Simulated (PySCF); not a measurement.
4-fluoropyridine (Fc1ccncc1, C5H4FN)

Geometry (Å), atoms numbered from 1 in this order:
```xyz
11

F    -0.3133    2.1616    0.1542
C    -0.2082    0.8424    0.0772
C    -1.3529    0.0596    0.0074
C    -1.1758   -1.3212   -0.0715
N     0.0130   -1.9185   -0.0831
C     1.0919   -1.1429   -0.0153
C     1.0467    0.2483    0.0668
H    -2.3424    0.5191    0.0148
H    -2.0534   -1.9751   -0.1284
H     2.0626   -1.6515   -0.0261
H     1.9507    0.8565    0.1214
```

Computed with quadratic response CAM-B3LYP/def2-TZVPD first hyperpolarisability, Taylor convention, gas phase in PySCF. Geometry: PBE0-D3(BJ)/def2-SVP.

(1) Give β for the processes computed.

(2) Which lowest excitations, dipole and polarisabilities go with it?

Answers

(1) In au, Taylor convention; the vector part is βᵢ = ⅓ Σⱼ (βᵢⱼⱼ + βⱼᵢⱼ + βⱼⱼᵢ); β∥ is 3/5 of the vector part along the dipole, the dipole points from − to +:
```
                   process  λ (nm)  β vector norm    β∥  β HRS  depolarisation ratio
           static β(0;0,0)       ∞          117.2  70.3   50.6                  4.40
second harmonic β(−2ω;ω,ω)    1907          120.6  72.4   52.2                  4.37
         Pockels β(−ω;ω,0)    1907          118.3  71.0      –                     –
second harmonic β(−2ω;ω,ω)    1064          129.0  77.4   56.0                  4.29
         Pockels β(−ω;ω,0)    1064          120.9  72.5      –                     –
```

(2) S1 5.38 eV (f = 0.004); S2 5.39 eV (f = 0.000); S3 5.69 eV (f = 0.010); dipole 0.82 D; isotropic α 63.6 au static, 63.8 au at 1907 nm, 64.3 au at 1064 nm, 64.5 au at 953.5 nm, 66.6 au at 532 nm.
